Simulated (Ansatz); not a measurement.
Reactions of C₂H₈N₂Si (`C=NCN[SiH3]`).

Calculated with Ansatz (gas phase, PBE0-D4/def2-TZVP geometries, no zero-point term in ΔE). CBS: MP2 limit from def2 TZ/QZ plus the TZ coupled-cluster correction, frozen cores. This one scheme is used for every species. For Se outer-core shells are correlated without core-valence functions, which leaves a few kJ/mol of doubt a bond. Scalar relativity is left out up to krypton. Each species was taken in one conformer, which may not be the lowest.

Problem. Order these by ΔE at CCSD(T)/CBS, lowest first. (Estimate.)
A. `C=NCN[SiH3]` + H–F → `FCN[SiH3]` + `C=N`
B. `C=NCN[SiH3]` + H₂Se → `C=NC[SeH]` + `N[SiH3]`
C. `C=NCN[SiH3]` + H₂ → `CN[SiH3]` + `C=N`

Solution. C (-0.55 eV), B (-0.16 eV), A (+0.16 eV).

Largest T1 diagnostic: 0.012, for `C=N`.
